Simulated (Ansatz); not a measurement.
```yaml
crystal:
  periodic: [false, false, false]
  atoms:
    - {symbol: Si, position_ang: [0.739512, 1.648556, -2.085072]}
    - {symbol: Si, position_ang: [1.301819, -0.138742, -0.486900]}
    - {symbol: N, position_ang: [-0.105786, -0.551722, 0.591509]}
    - {symbol: Si, position_ang: [-0.977820, -2.132723, 0.404826]}
    - {symbol: Ge, position_ang: [-0.706857, 0.729035, 1.928534]}
    - {symbol: H, position_ang: [0.236486, 2.915119, -1.316731]}
    - {symbol: H, position_ang: [1.982562, 2.052991, -2.942740]}
    - {symbol: H, position_ang: [-0.401576, 1.176923, -3.043262]}
    - {symbol: H, position_ang: [2.544299, 0.299408, 0.359425]}
    - {symbol: H, position_ang: [1.682531, -1.438725, -1.273462]}
    - {symbol: H, position_ang: [-2.213302, -2.111263, 1.362663]}
    - {symbol: H, position_ang: [-1.476356, -2.341610, -1.061570]}
    - {symbol: H, position_ang: [-0.069778, -3.348242, 0.778591]}
    - {symbol: H, position_ang: [0.345615, 1.952064, 1.893012]}
    - {symbol: H, position_ang: [-0.714232, 0.017838, 3.377053]}
    - {symbol: H, position_ang: [-2.191162, 1.247258, 1.560636]}
basis:
  gaussian: {orbitals: 6-31G}
magnetization: {spin_polarized: true, initial_magnetization: 2}
hamiltonian: {xc: {name: HF}}
correlation: {method: mp2, frozen_orbitals: {Si: 9}}
accuracy: high
scf: {lower_state_search: light}
```

```sh
$ ansatz run in.yaml --threads 4 --pin off --events-out ev --progress --plain --max-ram 11315MiB
```

Shortened log:

```
Functional definition: HF
Error: "frozen_orbitals" has no count for N
```

Q: Something in this input is off. What?

A: Frozen orbitals are typed for one element alone, and the program wants a count for each. The program refused the input.
